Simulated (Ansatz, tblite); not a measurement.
Removing and adding an electron: `O=P(O)(O)c1ccc(-c2ccc(-c3ccccc3)cc2)cc1`. Charge 0, multiplicity 1. Geometry: r2SCAN-D4/def2-SVP. Ansatz, gas phase; energy differences of separate SCF runs; the oxidised species was run as a doublet alone; the reduced species was run as a doublet alone.

```xyz
37

O     0.6708    7.0486   -0.8423
P     1.2610    6.0175   -1.7368
O     0.7961    6.1599   -3.2985
O     2.8700    5.9900   -1.9304
C     0.9389    4.3210   -1.2587
C     0.2059    4.0866   -0.0867
C    -0.0817    2.7813    0.3091
C     0.3537    1.6808   -0.4535
C     0.0492    0.2965   -0.0335
C    -0.2061   -0.7125   -0.9815
C    -0.4923   -2.0166   -0.5858
C    -0.5329   -2.3734    0.7756
C    -0.8313   -3.7604    1.1953
C    -1.5611   -4.0198    2.3714
C    -1.8413   -5.3286    2.7671
C    -1.3980   -6.4082    1.9967
C    -0.6721   -6.1663    0.8263
C    -0.3925   -4.8577    0.4296
C    -0.2763   -1.3639    1.7229
C     0.0057   -0.0587    1.3281
C     1.0881    1.9326   -1.6308
C     1.3788    3.2338   -2.0313
H    -0.0773    6.5781   -3.3394
H     3.2000    6.8464   -2.2456
H    -0.1396    4.9414    0.5022
H    -0.6772    2.6106    1.2104
H    -0.2202   -0.4608   -2.0458
H    -0.7258   -2.7676   -1.3458
H    -1.9363   -3.1826    2.9671
H    -2.4180   -5.5067    3.6796
H    -1.6173   -7.4338    2.3073
H    -0.3119   -7.0039    0.2217
H     0.2005   -4.6809   -0.4725
H    -0.2616   -1.6162    2.7870
H     0.2372    0.6927    2.0884
H     1.4584    1.0914   -2.2234
H     1.9565    3.4093   -2.9435
```

The xTB rows come from tblite. Correlated methods freeze 26 core orbitals. Single mean-field runs in def2-TZVP are fitted with def2-universal-jkfit.

```json
{"level": "GFN1-xTB", "−HOMO (eV)": "11.37", "vertical IE (eV)": "13.29", "−LUMO (eV)": "8.35", "vertical EA (eV)": "6.46", "HOMO–LUMO gap (eV)": "3.02", "IE − EA (eV)": "6.83", "remarks": "–"}
{"level": "GFN2-xTB", "−HOMO (eV)": "10.40", "vertical IE (eV)": "12.38", "−LUMO (eV)": "7.37", "vertical EA (eV)": "5.43", "HOMO–LUMO gap (eV)": "3.04", "IE − EA (eV)": "6.95", "remarks": "–"}
{"level": "PBE-D4/def2-TZVP", "−HOMO (eV)": "5.64", "vertical IE (eV)": "7.50", "−LUMO (eV)": "2.48", "vertical EA (eV)": "0.78", "HOMO–LUMO gap (eV)": "3.16", "IE − EA (eV)": "6.72", "remarks": "HOMO above zero (-1 doublet)"}
{"level": "PBE0-D4/def2-TZVP", "−HOMO (eV)": "6.47", "vertical IE (eV)": "7.75", "−LUMO (eV)": "1.74", "vertical EA (eV)": "0.59", "HOMO–LUMO gap (eV)": "4.73", "IE − EA (eV)": "7.16", "remarks": "HOMO above zero (-1 doublet)"}
{"level": "PBE-QIDH/def2-TZVP", "−HOMO (eV)": "–", "vertical IE (eV)": "–", "−LUMO (eV)": "–", "vertical EA (eV)": "0.32", "HOMO–LUMO gap (eV)": "–", "IE − EA (eV)": "–", "remarks": "spin-contaminated (⟨S²⟩ 0.85) (-1 doublet)"}
```

Relaxing the oxidised species (r2SCAN-D4/def2-SVP) changes its energy by -0.15 eV at PBE-D4/def2-TZVP, so the adiabatic ionisation energy to this nearest minimum is 7.35 eV. At PBE0-D4/def2-TZVP it is 7.56 eV.  Run but left out: PBE-QIDH/def2-TZVP (charge +1 doublet: ⟨S²⟩ 0.97, where a pure state has 0.75).   A HOMO above zero means that the electron is unbound at that level or that self-interaction error raises the level; the energy of removing that electron tells which. Raw xTB energy differences between charge states are shifted by several eV; the methods need an empirical correction for them. Sets without diffuse functions give affinities that are too small.
